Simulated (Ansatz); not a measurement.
AuH, SMILES `[AuH]`, 2 atoms. Total charge 0; spin multiplicity 1. Correlated methods include outer-core shells of Au, which these sets cover unevenly. Au: def2 effective core potential. All runs use 2 threads of an AMD EPYC 7R13 on a shared host. Correlated methods freeze the cores. Open-shell runs search over several starts.

(1) Give the basis size and wall time and peak host memory of each of these runs in Ansatz. RKS PBE0-D4/def2-QZVPP energy; UKS PBE0-D4/def2-TZVPP energy of the cation; UKS B3LYP-D4/def2-TZVPP energy of the cation; RHF-CCSD(T)/def2-TZVPP energy; UKS r2SCAN-D4/def2-TZVPP energy of the cation; RKS PBE0-D4/def2-TZVP relaxation (5 steps); RHF-CCSD(T)/def2-QZVPP energy; UHF-CCSD(T)/def2-TZVPP energy of the cation; RKS PBE0-D4/def2-SVP energy; RKS LC-ωPBE/def2-TZVPP energy; RKS B2PLYP (frozen core)/def2-TZVPP energy; UKS B2PLYP (frozen core)/def2-TZVPP energy of the cation. (Estimate.)

Results:

(1) Computed: Other jobs shared the machine, so times are rough.

| level | job | functions | wall time | peak host memory (GiB) |
| --- | --- | --- | --- | --- |
| RKS PBE0-D4/def2-SVP | energy | 37 | 0.57 s | 0.16 |
| RKS LC-ωPBE/def2-TZVPP | energy | 70 | 0.8 s | 0.16 |
| UKS PBE0-D4/def2-TZVPP | energy of the cation | 70 | 0.96 s | 0.16 |
| RKS B2PLYP (frozen core)/def2-TZVPP | energy | 70 | 1 s | 0.16 |
| UKS B3LYP-D4/def2-TZVPP | energy of the cation | 70 | 1.1 s | 0.16 |
| RKS PBE0-D4/def2-QZVPP | energy | 118 | 1.1 s | 0.17 |
| UKS r2SCAN-D4/def2-TZVPP | energy of the cation | 70 | 1.5 s | 0.17 |
| RHF-CCSD(T)/def2-TZVPP | energy | 70 | 1.6 s | 0.19 |
| UKS B2PLYP (frozen core)/def2-TZVPP | energy of the cation | 70 | 1.7 s | 0.16 |
| RKS PBE0-D4/def2-TZVP | relaxation (5 steps) | 46 | 4 s | 0.13 |
| UHF-CCSD(T)/def2-TZVPP | energy of the cation | 70 | 4.1 s | 0.31 |
| RHF-CCSD(T)/def2-QZVPP | energy | 118 | 8.1 s | 0.48 |

B3LYP here is the variant with VWN-RPA as its local correlation; programs differ in this. LC-ωPBE has ω = 0.4 bohr⁻¹.
